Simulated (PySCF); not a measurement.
PySCF input (M06-2X/6-31G* with LANL2DZ past Ar (5d)):

```python
from pyscf import gto, dft

mol = gto.M(
    atom='''
    Br    1.96536700   -0.44951700    0.27147400
    C     0.10796300   -0.48378000    0.01489000
    C    -0.71165800   -1.52659600   -0.09838400
    C    -2.09895900   -1.33151000   -0.29001600
    C    -2.42923900   -0.01223300   -0.33557600
    Se   -0.93440700    1.10523300   -0.12902400
    H    -2.81572300   -2.13358200   -0.38907000
    H    -3.41092800    0.41345700   -0.47116500
    ''',
    basis={'default': '6-31g*', 'Br': 'lanl2dz', 'Se': 'lanl2dz'},
    ecp={'Br': 'lanl2dz', 'Se': 'lanl2dz'},
    charge=0,
    spin=1,
    verbose=4,
)

mf = dft.UKS(mol, xc='m062x')
mf.grids.level = 4
mf.conv_tol = 1e-9
mf.max_cycle = 100
mf.max_memory = 1500
mf.kernel()
if not mf.converged:
    mf = mf.newton()
    mf.kernel(mf.make_rdm1())
mo, _, stable, _ = mf.stability(return_status=True)
if not stable:
    mf.kernel(mf.make_rdm1(mo, mf.mo_occ))
    stable = mf.stability(return_status=True)[2]
mf.dip_moment()
```

From the output:

```
  HOMO = -0.285567146745  LUMO = -0.0616658462698  gap/eV = 6.09266
cycle= 11 E= -175.726615461448  delta_E= -2.63e-06  |g|= 0.000354  |ddm|= 0.00355
  alpha nocc = 20  HOMO = -0.288253177093107  LUMO = 0.00700449265954717
  beta  nocc = 19  HOMO = -0.285575255794306  LUMO = -0.061686824205152
  HOMO = -0.285575255794  LUMO = -0.0616868242052  gap/eV = 6.09231
cycle= 12 E= -175.726616117835  delta_E= -6.56e-07  |g|= 0.000133  |ddm|= 0.00201
  alpha nocc = 20  HOMO = -0.288244621723067  LUMO = 0.00702160482644132
  beta  nocc = 19  HOMO = -0.285574808982199  LUMO = -0.0616691223260606
  HOMO = -0.285574808982  LUMO = -0.0616691223261  gap/eV = 6.09278
cycle= 13 E= -175.726616197081  delta_E= -7.92e-08  |g|= 5.84e-05  |ddm|= 0.000713
  alpha nocc = 20  HOMO = -0.288246453308993  LUMO = 0.00701976489854417
  beta  nocc = 19  HOMO = -0.285572276549768  LUMO = -0.0616732811793064
  HOMO = -0.28557227655  LUMO = -0.0616732811793  gap/eV = 6.09260
cycle= 14 E= -175.726616208577  delta_E= -1.15e-08  |g|= 2.72e-05  |ddm|= 0.000256
  alpha nocc = 20  HOMO = -0.288245822557785  LUMO = 0.00702355111077679
  beta  nocc = 19  HOMO = -0.285572485883758  LUMO = -0.0616738402346044
  HOMO = -0.285572485884  LUMO = -0.0616738402346  gap/eV = 6.09259
cycle= 15 E= -175.726616210281  delta_E= -1.7e-09  |g|= 1.77e-05  |ddm|= 9.44e-05
  alpha nocc = 20  HOMO = -0.288246041183781  LUMO = 0.00702552237381049
  beta  nocc = 19  HOMO = -0.285570998086772  LUMO = -0.061673260487586
  HOMO = -0.285570998087  LUMO = -0.0616732604876  gap/eV = 6.09257
cycle= 16 E= -175.726616210655  delta_E= -3.74e-10  |g|= 8.21e-06  |ddm|= 3.78e-05
  alpha nocc = 20  HOMO = -0.28824716422973  LUMO = 0.00702385391361382
  beta  nocc = 19  HOMO = -0.285571923160839  LUMO = -0.0616735221574309
  HOMO = -0.285571923161  LUMO = -0.0616735221574  gap/eV = 6.09259
Extra cycle  E= -175.72661621068  delta_E= -2.42e-11  |g|= 9.95e-06  |ddm|= 1.97e-05
converged SCF energy = -175.72661621068  <S^2> = 0.76278111  2S+1 = 2.0127405
uhf_internal: lowest eigs of H = [0.14416184 0.21624263 0.22713083]
<class 'pyscf.dft.uks.UKS'> wavefunction is stable in the internal stability analysis
Dipole moment(X, Y, Z, Debye): -1.91017,  0.18940, -0.26387
```

The geometry given is a B3LYP-D3(BJ)/def2-TZVP minimum.
